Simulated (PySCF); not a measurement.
## Atomic charges by several schemes

C8H8O.
Numbering: `[CH:1]#[C:2][C:3]1=[CH:4][CH2:5][CH2:6][CH2:7][C:8]1=[O:9]` (hydrogens: H10 on C1; H11 on C4; H12, H13 on C5; H14, H15 on C6; H16, H17 on C7)

Structure used (GFN2-xTB), in Å, numbered top down from 1:
```xyz
17
C8H8O angstrom
C      3.6226   -0.3819    0.0401
C      2.4262   -0.2928    0.0041
C      1.0173   -0.1504   -0.0371
C      0.2125   -1.2164   -0.1760
C     -1.2736   -1.1307   -0.2000
C     -1.7566    0.1617    0.4504
C     -1.0093    1.3478   -0.1471
C      0.4863    1.2329    0.0646
O      1.1893    2.1956    0.2644
H      4.6678   -0.4652    0.0720
H      0.6499   -2.2007   -0.2818
H     -1.7017   -2.0016    0.3021
H     -1.6081   -1.1672   -1.2441
H     -2.8314    0.2827    0.3031
H     -1.5679    0.1201    1.5258
H     -1.3510    2.2929    0.2779
H     -1.1794    1.3854   -1.2282
```

Density: PBE0/pcSseg-1 (PySCF); schemes: Mulliken, IAO, Hirshfeld and ESP-fitted. Geometry: GFN2-xTB, one conformer, isolated molecule.

Q: Tabulate the Mulliken, IAO, Hirshfeld and ESP-fitted charges.

A: In e:

| atom | environment | Mulliken | IAO | Hirshfeld | ESP-fitted |
| --- | --- | --- | --- | --- | --- |
| C1 | terminal alkyne carbon | -0.355 | -0.221 | -0.101 | -0.360 |
| C2 | alkyne carbon | +0.489 | -0.019 | -0.051 | -0.057 |
| C3 | fully substituted alkene carbon | -0.460 | -0.089 | -0.013 | -0.080 |
| C4 | alkene CH carbon | -0.014 | -0.084 | +0.003 | -0.085 |
| C5 | allylic carbon | -0.172 | -0.269 | -0.064 | -0.226 |
| C6 | ring CH2 carbon | -0.224 | -0.254 | -0.064 | +0.138 |
| C7 | sp3 carbon next to a carbonyl | -0.220 | -0.314 | -0.077 | -0.356 |
| C8 | ketone carbonyl carbon | +0.307 | +0.376 | +0.157 | +0.635 |
| O9 | ketone oxygen | -0.337 | -0.402 | -0.231 | -0.483 |
| H10 | alkyne hydrogen | +0.046 | +0.204 | +0.094 | +0.294 |
| H11 | vinylic hydrogen | +0.100 | +0.165 | +0.059 | +0.152 |
| H12 | methylene hydrogen | +0.143 | +0.153 | +0.052 | +0.092 |
| H13 | methylene hydrogen | +0.148 | +0.154 | +0.051 | +0.103 |
| H14 | methylene hydrogen | +0.128 | +0.143 | +0.046 | +0.012 |
| H15 | methylene hydrogen | +0.132 | +0.140 | +0.040 | +0.013 |
| H16 | methylene hydrogen | +0.141 | +0.162 | +0.051 | +0.098 |
| H17 | methylene hydrogen | +0.148 | +0.154 | +0.050 | +0.110 |

Mean size of the charges over all atoms: Mulliken 0.210 e, IAO 0.194 e, ESP-fitted 0.194 e, Hirshfeld 0.071 e. Each set sums to the total charge, 0, to within 0.001 e. The ESP scheme fits charges at the nuclei, held to the total charge, to the electrostatic potential on points at 1.4 to 2.0 times the van der Waals radii.

Lowest charge. The schemes don't all agree: Mulliken C3 (-0.460); IAO O9 (-0.402); Hirshfeld O9 (-0.231); ESP-fitted O9 (-0.483).

Highest charge. The schemes don't all agree: Mulliken C2 (+0.489); IAO C8 (+0.376); Hirshfeld C8 (+0.157); ESP-fitted C8 (+0.635).

Q: How many electrons does the Mulliken scheme count on C4?

A: Z − q = 6 − (-0.014) = 6.014.

Q: Sum the charges by element, for elements with more than one atom.

A: 
```csv
element,atoms,Mulliken,IAO,Hirshfeld,ESP-fitted
C,8,-0.649,-0.874,-0.211,-0.391
H,8,+0.985,+1.275,+0.443,+0.874
```

The run behind these numbers computed NMR shieldings as well. Hardware: Arm Neoverse V2, one thread, on a shared host. Cost: 30 s wall.
